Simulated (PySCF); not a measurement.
C₇H₇ClN (doublet state).
Geometry (GFN2-xTB, Å), atoms numbered from 1 in this order:
```
atom  x, y, z in Å
C1     2.9766    0.7433   -0.4048
C2     1.8275   -0.1917   -0.3779
C3     0.5380    0.1913   -0.2007
C4    -0.5434   -0.6996   -0.1810
C5    -1.8836   -0.3048   -0.0038
C6    -2.1643    1.0762    0.1770
N7    -2.3849    2.1905    0.3248
C8    -2.9270   -1.1952   -0.0001
Cl9   -4.5495   -0.7180    0.2083
H10    2.6514    1.7710   -0.2655
H11    3.5082    0.6651   -1.3547
H12    3.6905    0.4874    0.3799
H13    2.0557   -1.2412   -0.5103
H14    0.3188    1.2436   -0.0674
H15   -0.3525   -1.7554   -0.3133
H16   -2.7689   -2.2535   -0.1315
```

The hyperfine couplings belong to this conformer and change with its torsions.

The species is `N#CC(=C\Cl)/C=C/[CH]C` [radical].

Method: PySCF, UKS B3LYP, pcH-1 on C Cl H N, non-relativistic, mean-field spin-orbit, GIAO. The structure is a single GFN2-xTB conformer in the gas phase; no vibrational or solvent corrections. A GFN2-xTB geometry isn't a minimum of the functional, and hyperfine couplings can be far from their values at a DFT geometry. Stability of the SCF solution: not tested. ⟨S²⟩ is 0.795 where a pure state has 0.75.

Problem. Predict the first-order ENDOR lines of N7, H10/H11/H12, H16, H15, H13, H14 and Cl9 under fast tumbling at B = 344.5 mT (X band).

Solution. For S = 1/2 in fast tumbling each set of equivalent nuclei gives two lines, ν± = |νn ± a/2| to first order, with νn = g_N μN B/h and μN/h = 7.62259 MHz/T.

| nuclei | isotope | g_N | νn (MHz) | a_iso (MHz) | lower line (MHz) | upper line (MHz) |
| --- | --- | --- | --- | --- | --- | --- |
| N7 | 14N | 0.4038 | 1.06 | -1.16 | 0.48 | 1.64 |
| H10/H11/H12 | 1H | 5.5857 | 14.67 | 36.66 | 3.66 | 33.00 |
| H16 | 1H | 5.5857 | 14.67 | -32.75 | 1.70 | 31.04 |
| H15 | 1H | 5.5857 | 14.67 | -30.65 | 0.66 | 29.99 |
| H13 | 1H | 5.5857 | 14.67 | -27.74 | 0.80 | 28.54 |
| H14 | 1H | 5.5857 | 14.67 | 9.76 | 9.79 | 19.55 |
| Cl9 | 35Cl | 0.5479 | 1.44 | 3.54 | 0.33 | 3.21 |

Problem. Which pairs are centred on the nuclear Larmor frequency, and which on half the coupling?

Solution. Centred on νn, since |a| < 2νn: N7, H13 and H14. Centred on |a|/2 and split by 2νn: H10/H11/H12, H16, H15 and Cl9.

Problem. At what field would the lower line of H10/H11/H12 fall to zero frequency?

Solution. Where νn = |a|/2, that is B = 18.33 MHz/(5.5857 × 7.62259 MHz/T) = 430 mT, as far as first order holds there.

Means are taken over nuclei equivalent by connectivity, which assumes that they swap fast. The three 1H nuclei of mean +36.7 MHz run from 1.3 to 54.5 MHz in the frozen geometry.

Main isotope only: 35Cl (natural samples also hold 24 % 37Cl, magnetic too, which adds its own pattern).

Largest spin populations (Mulliken): C4 (+0.50), C8 (+0.47), C2 (+0.46) and C5 (-0.21). Three atoms exceed +0.15. The positive populations add up to 1.56 and the negative ones to -0.56, together 2S = 1.
